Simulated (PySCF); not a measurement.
Compound: CH₈F₃P₃Si₂.
InChI=1S/CH8F3P3Si2/c2-1(3,4)6(8)7(5)9/h5H2,8-9H3

Theory: TDDFT B3LYP/def2-SVPD, vertical, gas phase, core orbitals frozen in the response in PySCF. One conformer (not necessarily the lowest) at the PBE0-D3(BJ)/def2-SVP geometry, without solvent, vibrations or thermal averaging.

```csv
state,E (eV),ν̃ (cm⁻¹),f,|μ| (D),"main configurations (H = HOMO, L = LUMO)"
S1,4.39,35420,0.025,1.23,H→L (97%)
S2,4.76,38420,0.028,1.24,H→L+1 (97%)
S3,5.14,41440,0.0023,0.35,H→L+2 (91%)
S4,5.16,41630,0.046,1.53,"H→L+3 (78%), H→L+4 (13%)"
S5,5.34,43040,0.012,0.78,"H→L+4 (78%), H→L+3 (14%)"
S6,5.50,44390,0.0097,0.68,H-1→L (95%)
S7,5.89,47530,0.039,1.33,H→L+5 (88%)
S8,6.01,48460,0.060,1.63,"H-1→L+1 (80%), H→L+5 (9%)"
S9,6.18,49850,0.011,0.69,H→L+6 (78%)
S10,6.25,50370,0.029,1.11,"H-2→L (35%), H-1→L+3 (32%), H→L+6 (12%)"
```

Triplets, Tamm–Dancoff:

| state | E (eV) | λ (nm) | main configurations (H = HOMO, L = LUMO) |
| --- | --- | --- | --- |
| T1 | 3.78 | 328.3 | H→L (92%) |
| T2 | 4.09 | 302.9 | H→L+1 (84%) |
| T3 | 4.62 | 268.2 | H→L+2 (76%), H→L+3 (9%) |
| T4 | 4.75 | 261.2 | H→L+3 (78%), H→L+2 (12%) |

The lowest singlet comes at 282 nm (424 kJ/mol) in the ultraviolet; it is weak; its leading configuration is HOMO→LUMO (97%). The most intense listed level is S8 at 6.01 eV (206 nm, f = 0.060), 1.62 eV above S1. Löwdin shares by element: HOMO phosphorus 81%, silicon 6% or more; LUMO phosphorus 58% or more, silicon 16% (atoms not listed hold the other 26%). Of the 10 states listed, 8 reach f = 0.01 and none stays under 0.0005. The listed states span 1.85 eV. Orbital energies (eV): HOMO-3 -9.01, HOMO-2 -8.50, HOMO-1 -7.81, HOMO -6.62, LUMO -1.34, LUMO+1 -1.00, LUMO+2 -0.67. All these states lie below the vertical ionisation energy of 8.37 eV (ΔSCF). Singlets were solved by full linear response, triplets in the Tamm–Dancoff approximation.

Time: 8.3 min wall. Hardware: one thread of an Arm Neoverse N1, no GPU, shared host.
